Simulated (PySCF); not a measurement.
GeCl₄, SMILES [Cl][Ge]([Cl])([Cl])[Cl].

Coordinates come from a ωB97X-D3(BJ)/def2-SVP optimisation. The isomer is the one that the SMILES or the coordinates give; other isomers of the formula were not compared.

These are PBE/def2-TZVP (PySCF) values and carry that method's errors.

Symmetry labels are those of the subgroup D2 that the program uses (full group Td).

Computed valence orbital energies around the gap with their symmetry:
```json
[
 {"orbital": "HOMO−7", "symmetry": "A", "energy (eV)": "-8.92"},
 {"orbital": "HOMO−6", "symmetry": "A", "energy (eV)": "-8.92"},
 {"orbital": "HOMO−5", "symmetry": "B3", "energy (eV)": "-8.73"},
 {"orbital": "HOMO−4", "symmetry": "B1", "energy (eV)": "-8.73"},
 {"orbital": "HOMO−3", "symmetry": "B2", "energy (eV)": "-8.73"},
 {"orbital": "HOMO−2", "symmetry": "B1", "energy (eV)": "-8.20"},
 {"orbital": "HOMO−1", "symmetry": "B2", "energy (eV)": "-8.20"},
 {"orbital": "HOMO", "symmetry": "B3", "energy (eV)": "-8.20"},
 {"orbital": "LUMO", "symmetry": "A", "energy (eV)": "-3.21"},
 {"orbital": "LUMO+1", "symmetry": "B1", "energy (eV)": "-0.63"},
 {"orbital": "LUMO+2", "symmetry": "B2", "energy (eV)": "-0.63"},
 {"orbital": "LUMO+3", "symmetry": "B3", "energy (eV)": "-0.63"}
]
```
